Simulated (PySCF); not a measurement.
**Energy of Se⁻ (selenium, charge -1) between two integer charges**

The 4p beta orbital of [Ar] 3d10 4s2 4p5 is emptied in steps (occupation f), with all orbitals relaxed, ending at [Ar] 3d10 4s2 4p4. Calculation: PySCF 2.14, in def2-TZVPPD (7s6p5d1f, 57 functions); the non-relativistic Hamiltonian (point nucleus). The exact energy is a straight line in f; departures are measured from the line between the end points of the same method.

```tsv
f	LDA (eV)	PBE (eV)	PBE0 (eV)	r2SCAN (eV)	LC-wPBE (eV)	BHandHLYP (eV)	MN15 (eV)	r2SCAN0 (eV)
1	0.000	0.000	0.000	0.000	0.000	0.000	0.000	0.000
0.9	-0.293	-0.280	-0.189	-0.264	0.034	-0.104	-0.130	-0.177
0.7	-0.698	-0.665	-0.449	-0.620	0.073	-0.254	-0.309	-0.415
0.5	-0.846	-0.804	-0.541	-0.737	0.083	-0.312	-0.372	-0.492
0.3	-0.722	-0.683	-0.459	-0.614	0.067	-0.271	-0.312	-0.408
0.1	-0.313	-0.295	-0.198	-0.260	0.028	-0.119	-0.131	-0.173
0	0.000	0.000	0.000	0.000	0.000	0.000	0.000	0.000
```

```tsv
method	E(f=0) − E(f=1) (eV)	−ε at f=1 (eV)	−ε at f=0.5 (eV)
LDA	2.384	-0.831	2.314
PBE	2.134	-0.945	2.082
PBE0	2.059	-0.024	2.031
r2SCAN	2.114	-0.801	2.133
LC-wPBE	2.033	2.422	2.015
BHandHLYP	1.977	0.843	1.927
MN15	2.015	0.599	2.006
r2SCAN0	2.061	0.104	2.082
```

Orbital energy along the path (eV):

| f | LDA | PBE | PBE0 | r2SCAN | LC-wPBE | BHandHLYP | MN15 | r2SCAN0 |
| --- | --- | --- | --- | --- | --- | --- | --- | --- |
| 1 | 0.831 | 0.945 | 0.024 | 0.801 | -2.422 | -0.843 | -0.599 | -0.104 |
| 0.9 | 0.253 | 0.383 | -0.358 | 0.245 | -2.317 | -1.025 | -0.845 | -0.479 |
| 0.7 | -0.985 | -0.812 | -1.171 | -0.925 | -2.149 | -1.447 | -1.402 | -1.270 |
| 0.5 | -2.314 | -2.082 | -2.031 | -2.133 | -2.015 | -1.927 | -2.006 | -2.082 |
| 0.3 | -3.709 | -3.402 | -2.917 | -3.319 | -1.896 | -2.452 | -2.623 | -2.869 |
| 0.1 | -5.151 | -4.748 | -3.813 | -4.438 | -1.779 | -3.020 | -3.200 | -3.608 |
| 0 | -5.883 | -5.424 | -4.260 | -4.981 | -1.719 | -3.321 | -3.439 | -3.959 |

At f = 1 the orbital energy is positive for LDA, PBE, PBE0, r2SCAN: only the finite basis holds the electron.

Reference removal energy between the ground levels: 2.021 eV (measured; photodetachment measurements, as compiled on the Wikipedia data page of electron affinities). The calculation has no spin-orbit coupling.
